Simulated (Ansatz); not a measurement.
Mulliken charges of `FB1CS1` from B3LYP/def2-TZVPP in Ansatz (PBE0-D4/def2-TZVP geometry).

```json
{"atom": "F1", "x (Å)": "-0.282", "y (Å)": "-2.087", "z (Å)": "0.294", "charge (e)": "-0.239"}
{"atom": "B2", "x (Å)": "-0.326", "y (Å)": "-0.816", "z (Å)": "-0.009", "charge (e)": "0.416"}
{"atom": "C3", "x (Å)": "0.386", "y (Å)": "0.526", "z (Å)": "0.078", "charge (e)": "-0.261"}
{"atom": "S4", "x (Å)": "-1.293", "y (Å)": "0.400", "z (Å)": "-0.799", "charge (e)": "-0.179"}
{"atom": "H5", "x (Å)": "1.202", "y (Å)": "0.783", "z (Å)": "-0.591", "charge (e)": "0.132"}
{"atom": "H6", "x (Å)": "0.355", "y (Å)": "1.130", "z (Å)": "0.981", "charge (e)": "0.132"}
```

Problem. By hand: the dipole of these point charges (1 e Å = 4.8032 D).

Solution. Σ q r = (0.268, 0.203, 0.100) e Å, of length 0.351 e Å = 1.69 D.

Problem. How does the dipole of the full density compare? (Estimate.)

Solution. Ansatz gave: (0.205, 0.158, 0.076) e Å, 1.30 D; the point charges give 1.30 times that, at 1° from its direction.

Point charges leave out the atoms' own dipoles, such as those of lone pairs, and Mulliken's split depends on the basis, so the two needn't agree.

B3LYP here is the variant with VWN-RPA as its local correlation; programs differ in this.
